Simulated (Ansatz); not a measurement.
Frontier orbitals of AlBrH4N2, SMILES `[NH2][Al]([NH2])[Br]`.

| atom | x (Å) | y (Å) | z (Å) |
| --- | --- | --- | --- |
| N1 | -1.3744 | -0.4273 | 0.6761 |
| Al2 | -0.1084 | 0.0207 | -0.4580 |
| N3 | 1.5398 | 0.3966 | 0.0234 |
| Br4 | -0.6274 | 0.1169 | -2.6536 |
| H5 | -2.3177 | -0.6426 | 0.3998 |
| H6 | -1.2703 | -0.5060 | 1.6737 |
| H7 | 1.8942 | 0.3894 | 0.9650 |
| H8 | 2.2642 | 0.6522 | -0.6264 |

The species carries charge 0 and has multiplicity 1. Correlated methods include outer-core shells of Br, which these sets cover unevenly. Scalar relativity is left out up to krypton. The geometry is a stationary point of PBE0-D4/def2-TZVP. It is one conformer, not always the lowest. Basis def2-TZVPP, Ansatz.

Orbital energies of one run (eV). Highest occupied ones, from the top: -10.22, -10.65, -11.06, -11.50, -12.46, -13.94, -15.84, -16.34, -16.61, -24.44, -26.20, -26.50, -72.60, -72.60. Empty: 1.94, 2.72, 3.39, 3.59, 4.47, 5.01.

Which functional gave them?
A. CAM-B3LYP
B. PBE
C. LC-ωPBE
D. BHLYP

C. HOMO energies: LC-ωPBE -10.22, BHLYP -8.63, PBE -5.86, CAM-B3LYP -8.75 eV.

LC-ωPBE has ω = 0.4 bohr⁻¹.
